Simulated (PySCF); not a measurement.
Simulated absorption spectrum

Compound: C₄H₁₀FSi (charge +1).
SMILES: `C(F)C[Si+](C)C`

Theory: TDDFT CAM-B3LYP/def2-SVPD, vertical, gas phase, core orbitals frozen in the response (PySCF). Geometry: GFN2-xTB, one conformer, isolated ion. Torsions of this conformer, `[CH3:1][Si+:2]([CH3:3])[CH2:4][CH2:5][F:6]`: C1–Si2–C4–C5 -95°, Si2–C4–C5–F6 28°.

Each state is given a Gaussian of 0.4 eV full width at half maximum, with ε(max) = 2.175×10⁸ f / Δν̃ (Δν̃ the width in cm⁻¹). The width is an assumption, not a result. The curve ends short of the highest state used, and states not computed would add to its high-energy end.

λ (nm), ε (L mol⁻¹ cm⁻¹) and a bar:
```
    162.7        182 ###############
    167.3         16 #
    171.8          2 
    176.4          4 
    181.0         34 ###
    185.5        109 #########
    190.1        217 ##################
    194.6        297 #########################
    199.2        234 ####################
    203.8        100 ########
    208.3         39 ###
    212.9         58 #####
    217.5        112 #########
    222.0        161 ##############
    226.6        217 ##################
    231.1        299 #########################
    235.7        356 ##############################
    240.3        318 ###########################
    244.8        212 ##################
    249.4        106 #########
    253.9         42 ###
    258.5         13 #
    263.1          3 
    267.6          1
```

Problem. Where are the band maxima, and which computed states make them?

Solution. 236 nm (5.25 eV), ε about 360, made up of S1 (96%); 195 nm (6.35 eV), ε about 300, made up of S3 (91%) (ε in L mol⁻¹ cm⁻¹; maxima over ε = 5, shares over 10%). At its high-energy end, 7.62 eV, the curve is still rising (ε about 180, from S5 and S6). The states used: S1 5.23 eV (f 0.0051); S2 5.61 eV (f 0.0018); S3 6.33 eV (f 0.0041); S4 6.61 eV (f 0.0013); S5 7.64 eV (f 0.0005); S6 8.05 eV (f 0.054); S7 8.16 eV (f 0.0083); S8 8.22 eV (f 0.0040).

Problem. What would ε be at 5.25 eV, the highest of these maxima, with half the width (0.2 eV)?

Solution. About 676 L mol⁻¹ cm⁻¹ against 357, a factor of about 1.9; a lone state at its own centre would give exactly 2.

Problem. On this curve, what absorbance would a 10⁻⁵ mol/L sample give at 248 nm over a 1 cm path?

Solution. 248 nm is 4.999 eV, where ε is about 130 L mol⁻¹ cm⁻¹, so A = ε c l ≈ 0.0013 (Beer–Lambert, with the gas-phase spectrum and the assumed width).

Problem. Coming from long wavelengths, where does ε first pass 100 L mol⁻¹ cm⁻¹?

Solution. At about 250 nm (4.97 eV), 0.27 eV below S1.

On an Arm Neoverse V2 with one thread, no GPU, shared host, this took 36 s of wall time.
